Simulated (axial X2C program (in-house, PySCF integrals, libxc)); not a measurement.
# LiBi: from the spin-free to the two-component result

Computed with an in-house relativistic program for diatomic molecules. Spin-free means the one-electron spin-free X2C Hamiltonian; two-component (2c) means X2C with spin–orbit coupling and atomic mean-field two-electron Coulomb and Gaunt terms, so the difference of the two also holds small scalar two-electron terms. Basis: Bi dyall-cv3z [12s14p10d6f1g], Li dyall-cv3z [7s8p2d] (cores contracted in-house); Gaussian nuclei, density fitting, unrestricted open shells. Masses: Bi 208.980 u, Li 7.016 u.

Spin-free state: M_S = 1, Λ = 0 (beyond evenly filled blocks: π+α, π-α); fragments Bi + Li.

```
level  Re (Å)  ωe (cm⁻¹)  De (eV)  μ (D)
 PBE0   2.677      375.6    1.435   5.99
  LDA   2.647      379.9    1.891   5.78
```

Dipoles are positive if Li is the positive end.

Two-component determinant lowest at the distance of the search:

Ω = 1 (⟨Sz⟩ = 0.70, ⟨Lz⟩ = 0.30 at PBE0); fragments Bi + Li.

```
level  Re (Å)  ωe (cm⁻¹)  De (eV)  μ (D)
 PBE0   2.650      355.2    1.164   5.90
  LDA   2.612      360.3    1.487   5.64
```

Question: From the two tables, how do the constants change at the PBE0 level (2c against spin-free)?

Answer: At the PBE0 level Re decreases by 0.027 Å and ωe falls by 20.4 cm⁻¹; De changes by -0.271 eV.

Occupations by symmetry block were frozen at the best pattern of an incomplete PBE0 search. De is counted from the lowest determinant-based energies of the atoms at the same level, without counterpoise correction. Density functionals use the spin component along the axis (collinear). PBE0 can misorder states that lie within some tenths of an eV, so this need not be the ground state of the molecule. The nearest other spin-free determinant of the search, M_S = 0, Λ = 2, lies 0.72 eV up at the distance of the search. Without a current term, density functionals place determinants with orbital angular momentum somewhat too high. With several unpaired electrons one determinant need not be a pure state. A state of lower Ω lies just above, and one determinant can place such states too high, so the state shown need not be the lowest. The search has Ω = 0 only 0.00 eV up. Open-shell Ω = 0 determinants with evenly filled partner blocks cannot be reached by this program, so the Ω shown need not be the lowest component. This is the Ω = 1 component of a π² triplet; the 0⁺ component is not one determinant and can lie lowest.
